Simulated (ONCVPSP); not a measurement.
Building the ONCV potential for nickel (Ni) (PBE, scalar-relativistic).

```
Element                 : Ni
Generator               : ONCVPSP 4.0.1
Type                    : optimised norm-conserving Vanderbilt (ONCV)
Functional              : PBE
Relativity              : scalar-relativistic
Frozen core             : [Ne]
Valence charge          : 18
Reference configuration : 3s2 3p6 3d8 4s0.5 (charge +1.5)
Partial waves           : 3s+4s: rc 1.05 bohr, ncon 4, nbas 7, qcut 12.2 1/bohr, 2 projectors; 3p: rc 0.85 bohr, ncon 5, nbas 8, qcut 9.6 1/bohr, 2 projectors, debl 2.5 Ha; 3d: rc 0.80 bohr, ncon 3, nbas 6, qcut 13.8 1/bohr, 2 projectors, debl 0.9 Ha
Local potential         : polynomial inside 0.50 bohr (lpopt 5, dvloc0 0 Ha)
Core correction         : Teter function, fcfact 3.75, rcfact 1.25
```

In the p channel the program set the typed energies aside and used -3.147, 0.250 Ha.

What the tests gave:

```json
{
  "Cutoffs needed": "128 Ha and 288 Ha (the cutoffs (Ha) at which the residual kinetic energy of the hardest occupied pseudo-wave falls to 1 and 0.1 mHa per electron)",
  "Ghost test": "no bound ghost flagged; GHOST(+) flagged for s at 362.5 eV",
  "Largest excitation error": "-3.8 meV (all-electron minus pseudo) for 3s2 3p5 3d8 4s2, out of 4 test configurations",
  "rms error of d²Exc/dni dnj": "1.69 mHa without and 1.33 mHa with the model core"
}
```

Generation and tests took about 3.2 s on one core of a shared server CPU.
